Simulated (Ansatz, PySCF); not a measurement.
Noncovalent pair: H2S (SMILES S) (first 3 atoms) with CH4S (SMILES CS); geometry from B3LYP-D3(BJ)/def2-TZVP.
(charge 0, multiplicity 1):
```xyz
9

S      0.5962     0.3913     0.2288
H      0.1610     0.8061     1.4381
H     -0.6388     0.0438    -0.1665
C     -0.2658    -1.2137     3.6803
S     -0.3156     0.5788     4.0115
H      0.1423    -1.7558     4.5301
H     -1.2993    -1.5208     3.5299
H      0.3014    -1.4266     2.7766
H      1.0039     0.7525     4.1922
```

Basis-set superposition error: the interaction energy with monomers in their own basis, and in the dimer's basis (counterpoise).

The values were computed with Ansatz (a quantum-chemistry and plane-wave program) with Gaussian orbitals; PySCF for 6-31G* rows. Values without a source in brackets are computed.

```tsv
level	uncorrected (kcal/mol)	counterpoise (kcal/mol)	difference
HF/aug-cc-pV(Q+d)Z	0.62	0.64	0.02
B97M-V/def2-TZVPPD	-2.85	-2.79	0.06
B3LYP/6-31G*	-1.72	-1.23	0.49
BHLYP/def2-TZVPPD	-1.23	-1.15	0.08
CAM-B3LYP/def2-TZVPPD	-1.59	-1.49	0.10
wB97X-V/def2-TZVPPD	-2.59	-2.51	0.08
wB97M-V/def2-TZVPPD	-2.61	-2.50	0.11
MP2/aug-cc-pV(D+d)Z	-3.59	-2.33	1.26
MP2/aug-cc-pV(Q+d)Z	-3.26	-2.99	0.26
SCS-MP2/aug-cc-pV(D+d)Z	-2.80	-1.50	1.30
```

The error is largest for SCS-MP2/aug-cc-pV(D+d)Z (1.30 kcal/mol) and smallest for HF/aug-cc-pV(Q+d)Z (0.02 kcal/mol).
